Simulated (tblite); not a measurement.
Species: C₄H₃NO₂S.
SMILES with atom numbers: `[NH2:1][C:2](=[S:3])[C:4]#[C:5][C:6](=[O:7])[OH:8]` (hydrogens: H9, H10 on N1; H11 on O8)

Computed with GFN2-xTB (tblite), gas phase: L-BFGS steps from a force-field or distance-geometry start until the largest atomic force falls under 0.01 eV/Å.

Geometry at step 0:
```
atom  x, y, z in Å
N1      2.6711   -0.5148   -0.1703
C2      1.7578    0.5708    0.0459
S3      2.2741    2.0936    0.3579
C4      0.3601    0.2739    0.0037
C5     -0.8306    0.0161   -0.0291
C6     -2.2472   -0.2960   -0.0936
O7     -2.5605   -1.4919    0.0929
O8     -3.1948    0.6784   -0.3330
H9      2.2934   -1.4839   -0.2764
H10     3.6711   -0.2731   -0.2114
H11    -4.1891    0.4296   -0.3727
```

Question: Give the atomic forces at this geometry.

Answer: 
```csv
atom,Fx (eV/Å),Fy (eV/Å),Fz (eV/Å)
N1,-1.899,1.378,0.274
C2,1.112,-2.367,-0.350
S3,-0.023,-0.130,-0.084
C4,0.001,-0.265,-0.041
C5,-0.198,1.053,-0.259
C6,-1.751,-2.485,0.430
O7,0.404,2.784,-0.499
O8,0.365,-0.787,0.123
H9,0.731,1.438,0.097
H10,-1.010,-0.410,0.083
H11,2.269,-0.208,0.226
```

The largest, 3.07 eV/Å, acts on C6; the rms over all components is 1.118 eV/Å. The forces sum to zero within rounding, as they must for an isolated molecule in no field.

Question: Give the force on C6 in Eh/bohr and in nN.

Answer: 3.070 eV/Å ÷ 51.422 = 0.05971 Eh/bohr, and 3.070 eV/Å × 1.602 = 4.92 nN.

Question: How far is this geometry from the end of the optimisation?

Answer: 0.627 eV above it, and 0.130 Å rms away after alignment. The bonds farthest from their final lengths, with half the difference of the two atoms' forces along the bond (positive lengthens):

```csv
bond,now (Å),final (Å),force along bond (eV/Å)
N1–C2,1.435,1.343,-2.42
O8–H11,1.026,0.970,-1.00
C6=O7,1.250,1.203,-2.86
C6–O8,1.380,1.335,-0.10
N1–H9,1.045,1.006,-0.49
N1–H10,1.030,1.007,+0.23
```

The angle farthest from its final value is C6–O8–H11, 120.1° against 110.3°.

Of the 6 listed bonds off by 0.010 Å or more, this force points towards the final length in 5.

What follows is the cost of the whole relaxation. Hardware: one thread of an Intel Xeon at 2.50 GHz, shared host. Cost: 1.0 s wall, 0.73 s CPU.
